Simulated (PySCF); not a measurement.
CH10N2Si3. Atoms are numbered in the order given.

```xyz
16

N      0.3834     1.5860     1.5582
Si     0.1702     0.3335     0.3929
Si     2.3186    -0.5459     0.0026
N     -1.0679    -0.8192     0.8223
C     -1.9758    -1.0508    -0.2996
Si    -1.3094     0.3555    -1.4376
H      1.2861     2.0098     1.7330
H     -0.3828     2.1886     1.8373
H      2.2401    -1.5859    -1.0713
H      2.8913    -1.1904     1.2294
H      3.2836     0.5107    -0.4471
H     -1.1227    -1.4348     1.6281
H     -3.0410    -0.9349    -0.0256
H     -1.8626    -2.0459    -0.7706
H     -2.2661     1.4988    -1.5837
H     -0.8910    -0.0837    -2.8060
```

Coordinates come from a PBE0-D3(BJ)/def2-SVP optimisation. The structure was generated by enumeration; whether it is a known compound was not checked. One conformer was computed; it need not be the lowest.

Level of theory: r2SCAN/def2-TZVP run with PySCF.

ESP charges are fitted to the potential on shells at 1.4 to 2.0 van der Waals radii. Atomic charges (e):

```
atom  Löwdin  Mulliken  meta-Löwdin  ESP fit
----  ------  --------  -----------  -------
N1     -0.25     -0.64        -0.73    -1.02
Si2    -0.09      0.45         0.66     0.50
Si3        ?      0.02         0.14    -0.02
N4     -0.08     -0.43        -0.58    -0.43
C5         ?     -0.16        -0.32    -0.12
Si6     0.22      0.08         0.29     0.03
H7         ?      0.24         0.24     0.40
H8         ?      0.24         0.24     0.40
H9     -0.03     -0.03        -0.07    -0.03
H10    -0.04     -0.04        -0.07    -0.02
H11    -0.04     -0.04        -0.08    -0.04
H12     0.15      0.19         0.22     0.27
H13        ?      0.09         0.11     0.08
H14        ?      0.09         0.10     0.07
H15        ?     -0.03        -0.08    -0.04
H16        ?     -0.03        -0.08    -0.04
```

Some entries are withheld; supply them. (Estimate from the structure and the level; the computed values follow.)


- Si3, Löwdin: 0.12
- C5, Löwdin: -0.43
- H7, Löwdin: 0.16
- H8, Löwdin: 0.16
- H13, Löwdin: 0.12
- H14, Löwdin: 0.12
- H15, Löwdin: -0.04
- H16, Löwdin: -0.04

Computed Mayer and Wiberg (Löwdin basis) orders of the bonds:
| bond | Mayer | Wiberg |
|---|---|---|
| N1–Si2 | 1.15 | 1.55 |
| Si2–Si3 | 0.90 | 1.07 |
| Si2–N4 | 1.15 | 1.36 |
| N4–C5 | 0.94 | 1.37 |
| Si2–Si6 | 0.90 | 0.97 |
| C5–Si6 | 0.92 | 1.10 |
| N1–H7 | 0.92 | 0.95 |
| N1–H8 | 0.91 | 0.95 |
| Si3–H9 | 0.94 | 0.96 |
| Si3–H10 | 0.93 | 0.96 |
| Si3–H11 | 0.93 | 0.96 |
| N4–H12 | 0.91 | 0.91 |
| C5–H13 | 0.95 | 0.89 |
| C5–H14 | 0.94 | 0.89 |
| Si6–H15 | 0.93 | 0.94 |
| Si6–H16 | 0.94 | 0.94 |
